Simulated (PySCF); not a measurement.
## C₆ coefficients of unlike pairs at UHF

Calculated with PySCF 2.14 from the dipole response of each species, C₆(A,B) = (3/π) ∫ α_A(iu) α_B(iu) du, in atomic units, from isotropic polarisabilities. For ions this is the dispersion term alone; charge-induced terms of lower order in 1/R come first.

```json
{"species": "Pr³⁺", "configuration": "[Xe] 4f2 (3H)", "basis": "x2c-TZVPPall with one added diffuse shell each of s, p, d, f type (12s8p8d5f2g)", "relativity": "spin-free X2C", "α (bohr³)": "7.011", "C₆ (like pair)": "42.69"}
{"species": "Xe²⁺", "configuration": "[Kr] 4d10 5s2 5p4 (3P)", "basis": "aug-cc-pV5Z-PP with ECP28MDF (8s8p6d4f3g2h)", "relativity": "core potential", "α (bohr³)": "12.80", "C₆ (like pair)": "90.56"}
{"species": "Tl⁻", "configuration": "[Xe] 4f14 5d10 6s2 6p2 (3P)", "basis": "aug-cc-pVQZ-PP with one added diffuse shell each of s, p, d, f, g type with ECP60MDF (8s8p6d4f3g)", "relativity": "core potential", "α (bohr³)": "935.6", "C₆ (like pair)": "21370"}
{"species": "Si³⁺", "configuration": "[Ne] 3s1 (2S)", "basis": "aug-cc-pCVTZ-DK with one added diffuse shell each of s, p, d, f type (9s8p6d4f)", "relativity": "spin-free X2C", "α (bohr³)": "7.827", "C₆ (like pair)": "15.46"}
```

**Question.** Estimate C₆ for Tl⁻ with Xe²⁺.

**Answer.** The integral gives 731.3. The combination rule 2 C_A C_B / (C_A α_B/α_A + C_B α_A/α_B) gives 559.9 and the geometric mean 1391.

No spin-orbit coupling is included, so Tl⁻, close to jj coupling, stand for model states.

The other pairs:

| pair | C₆ |
| --- | --- |
| Si³⁺, Tl⁻ | 394.3 |
| Tl⁻, Pr³⁺ | 422.1 |
| Xe²⁺, Pr³⁺ | 60.72 |
| Si³⁺, Pr³⁺ | 21.86 |
| Si³⁺, Xe²⁺ | 34.98 |
